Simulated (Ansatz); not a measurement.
Reaction (hydrogen abstraction from the Sn–H bond): `[OH][SnH2][Cl]` + H• → `[OH][SnH][Cl]`• + H₂

Calculated with Ansatz (gas phase, PBE0-D4/def2-TZVP geometries, no zero-point term in ΔE). CBS: MP2 limit from def2 TZ/QZ plus the TZ coupled-cluster correction, frozen cores. This one scheme is used for every species, atoms too. DFT in def2-TZVPP. Open shells (•) are unrestricted, without spin–orbit coupling. def2 core potentials past Kr. For Sn outer-core shells are correlated without core-valence functions, so the limit isn't a true one: a few kJ/mol of doubt a bond, and 10 to 20 or more in all where bonds break to atoms. Each species was taken in one conformer, which may not be the lowest.

`[OH][SnH2][Cl]`:

```xyz
6

O     1.051    0.915   -0.666
Sn   -0.464    0.022    0.181
Cl   -0.310   -2.235   -0.377
H     1.899    0.517   -0.457
H    -0.339    0.098    1.876
H    -1.837    0.683   -0.557
```

`[OH][SnH][Cl]`•:

Cartesian coordinates in Å:
```
O -0.200 0.987 0.973
Sn -0.532 -0.625 -0.099
Cl 1.583 -1.264 -0.907
H 0.621 0.952 1.474
H -1.472 -0.050 -1.441
```

H₂:

Cartesian coordinates in Å:
```
H 0.077 0.365 0.013
H -0.077 -0.365 -0.013
```

(1) Is it downhill or uphill in electronic energy at CCSD(T)/CBS, and by how much? (An estimate is asked.)

(2) What do these levels give: B97M-V, PBE0-D4, BHLYP-D4, CAM-B3LYP-D4, BLYP, LC-ωPBE, HF/def2-TZVPP, MP2/def2-TZVPP, SCS-MP2/def2-TZVPP, HF/def2-QZVPP, MP2/def2-QZVPP, HF/CBS(def2)? (Estimate.)

(3) What do rigid-rotor, harmonic-oscillator terms from PBE0-D4/def2-TZVP frequencies (298.15 K, 1 bar) make of the CCSD(T)/CBS value? (Estimate.)

Largest T1 diagnostic among the species: 0.017.

Results:

(1) Ansatz gave: Downhill: ΔE = -133.7 kJ/mol.

(2) Computed: B97M-V -133.1, PBE0-D4 -136.2, BHLYP-D4 -141.8, CAM-B3LYP-D4 -143.5, BLYP -172.6, LC-ωPBE -123.8, HF/def2-TZVPP -103.4, MP2/def2-TZVPP -121.7, SCS-MP2/def2-TZVPP -127.4, HF/def2-QZVPP -104.1, MP2/def2-QZVPP -122.8, HF/CBS(def2) -104.3 kJ/mol.

(3) Computed: ΔZPE = +5.4 kJ/mol, ΔH = -126.7 kJ/mol, ΔS = 16 J/(mol·K), ΔG = -131.5 kJ/mol. Open shells count their whole term as degenerate.

At CCSD(T), def2-SVP lies +11.3 kJ/mol from the extrapolated value and def2-TZVPP +1.4 kJ/mol. From BLYP to BHLYP (50 % exact exchange), in def2-TZVPP and without D4, ΔE moves by +29.8 kJ/mol.
